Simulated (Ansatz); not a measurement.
Input for Ansatz (development build ahead of 0.2.0):

```yaml
crystal:
  periodic: [false, false, false]
  atoms:
    - { symbol: Cr, position_ang: [0.0, 0.0, 0.0] }
    - { symbol: B, position_ang: [0.0, 1.6806, 1.1767] }
    - { symbol: P, position_ang: [0.0, -1.8539, 1.2981] }
basis:
  gaussian: { orbitals: pcseg-2 }
magnetization:
  spin_polarized: true
  initial_magnetization: 4
hamiltonian:
  xc: pbe0
```

The input is written out in the form of the current development build from the run's settings.

Results

* Converged: yes
* Total energy: -1410.12387 hartree
* Spin squared of the determinant: 7.671
* Stability test: minimum

Caution: another spin multiplicity may lie lower; the unrestricted determinant is a mixture of spin states.
